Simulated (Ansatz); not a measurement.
```yaml
crystal:
  periodic: [false, false, false]
  atoms:
    - {symbol: C, position_ang: [-0.750274, 1.920296, -0.635396]}
    - {symbol: Sc, position_ang: [0.240824, 0.008176, -0.269330]}
    - {symbol: C, position_ang: [1.613420, -0.107905, 1.426152]}
    - {symbol: C, position_ang: [-0.827895, -1.811787, -0.832914]}
    - {symbol: H, position_ang: [-0.205994, 2.546922, -1.357154]}
    - {symbol: H, position_ang: [-0.827676, 2.511816, 0.286768]}
    - {symbol: H, position_ang: [-1.766944, 1.795428, -1.029929]}
    - {symbol: H, position_ang: [1.382121, -0.963464, 2.074434]}
    - {symbol: H, position_ang: [1.578268, 0.794466, 2.050096]}
    - {symbol: H, position_ang: [2.660498, -0.232342, 1.113263]}
    - {symbol: H, position_ang: [-0.506359, -2.206000, -1.808000]}
    - {symbol: H, position_ang: [-1.908683, -1.635677, -0.913285]}
    - {symbol: H, position_ang: [-0.681306, -2.619939, -0.104716]}
basis:
  gaussian: {orbitals: "6-31G*", final_grid: {core_spheres: 8, valence_spheres: 7, degree: 23}, point_charges: [{charge: 0.50, position_ang: [6.880, 0.412, 0.101]}]}
magnetization: {spin_polarized: true, initial_magnetization: 1}
hamiltonian: {xc: {name: wB97X-V}}
accuracy: high
scf: {lower_state_search: light}
```

```sh
$ ansatz run in.yaml --threads 4 --pin off --events-out ev --progress --plain --max-ram 10444MiB
```

How does Ansatz answer? (An estimate is asked.)

Ansatz gave: The input was rejected before any iteration.
```
Error: a molecule whose nuclei and cores have a total charge of 48 cannot have a net charge of 0 together with 1 unpaired electrons
```
